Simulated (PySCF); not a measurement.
System: sum formula AlO2BrH2 (charge 0, singlet). SMILES: [OH][Al]([OH])[Br]
Geometry from a B3LYP-D3(BJ)/def2-TZVP (Ansatz) optimisation:
```xyz
6

O      1.8693    -1.3114     0.0140
Al     0.2288    -0.9184     0.0718
O     -1.0400    -2.0179     0.2464
Br    -0.3113     1.2496    -0.0977
H      2.2323    -2.1953     0.0749
H     -0.9464    -2.9672     0.3289
```
Charge 0, spin multiplicity 1.

Dispersion corrections to the total energy (kcal/mol) from the dftd3 and dftd4 libraries through PySCF: D3(BJ) without and D4 with the three-body term, each with the damping fitted for the functional named.

| functional | D3(BJ) | D4 |
|---|---|---|
| LC-wPBE | -2.56 | -3.13 |
| BP86 | -4.45 | -3.86 |
| TPSS | ? | -3.70 |
| PBE0 | ? | -2.36 |
| TPSSh | -2.93 | -3.34 |
| HSE06 | -1.88 | ? |
| BLYP | -5.43 | -5.90 |

### Question
Fill in the missing entries.

### Answer

- TPSS, D3(BJ): -3.12
- PBE0, D3(BJ): -2.19
- HSE06, D4: -2.23
